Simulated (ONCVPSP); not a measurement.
## Ag (Z = 47): one change to an ONCV potential, before and after

| Quantity | Value |
| --- | --- |
| Element | silver |
| Generator | ONCVPSP 4.0.1 |
| Type | optimised norm-conserving Vanderbilt (ONCV) |
| Functional | PBE |
| Relativity | scalar-relativistic |
| Frozen core | [Ar] 3d10 |
| Valence charge | 19 |
| Reference configuration | 4s2 4p6 4d8 (charge +3) |
| Partial waves | 4s: rc 1.55 bohr, ncon 4, nbas 7, qcut 9.8 1/bohr, 2 projectors, debl 3.2 Ha; 4p: rc 1.20 bohr, ncon 4, nbas 9, qcut 13.2 1/bohr, 2 projectors, debl 1.8 Ha; 4d: rc 1.50 bohr, ncon 4, nbas 9, qcut 9.7 1/bohr, 2 projectors, debl 3.2 Ha |
| Local potential | polynomial inside 0.75 bohr (lpopt 3, dvloc0 0 Ha) |
| Core correction | none |

In the s channel the program set the typed energies aside and used -4.914, 0.050 Ha. In the p channel the program set the typed energies aside and used -3.559, 0.250 Ha.

Change: all radii scaled by about 0.87 (s 1.34, p 1.04, d 1.30 bohr); local potential polynomial inside 0.64 bohr (lpopt 3, dvloc0 0 Ha). In the s channel the program set the typed energies aside and used -4.914, 0.250 Ha. In the p channel the program set the typed energies aside and used -3.559, 0.250 Ha.

Cutoffs: the cutoffs (Ha) at which the residual kinetic energy of the hardest occupied pseudo-wave falls to 1 and 0.1 mHa per electron; they do not see the model core or the augmentation charge, which bear on the density cutoff. Errors are all-electron minus pseudo energies relative to the spin-unpolarised reference configuration.

Question: What does the change do?

Answer: The potential gets neither clearly harder nor softer (53 Ha and 63 Ha → 57 Ha and 68 Ha); a bound ghost appears in s, which as a rule spoils a file; of the 4 tests that both files solve, the error grows in 0 and shrinks in 2 by more than 15 % and 0.3 meV (median size 9.6 → 7.3 meV).

```csv
quantity,base,changed
"cutoff, loose",53 Ha,57 Ha
"cutoff, tight",63 Ha,68 Ha
loose cutoff by channel,"s 30 Ha, p 53 Ha, d 33 Ha","s 34 Ha, p 57 Ha, d 34 Ha"
bound ghosts,none,s
GHOST(+) flags under 300 eV,s at 118.3 eV,none
"error for 4s2 4p6 4d10 5s1, meV [ΔE -66.06 eV]",+11,+7.7
"error for 4s2 4p6 4d10, meV [ΔE -58.31 eV]",+8.7,+6.9
"error for 4s2 4p6 4d9, meV [ΔE -36.19 eV]",+5.7,+4.9
"error for 4s2 4p5 4d10 5s1, meV [ΔE -0.82 eV]",-31,-30
```

 A true bound ghost makes a file unfit for plane-wave use even where its test errors are small: the radial tests pick states by their node count and pass the ghost by.
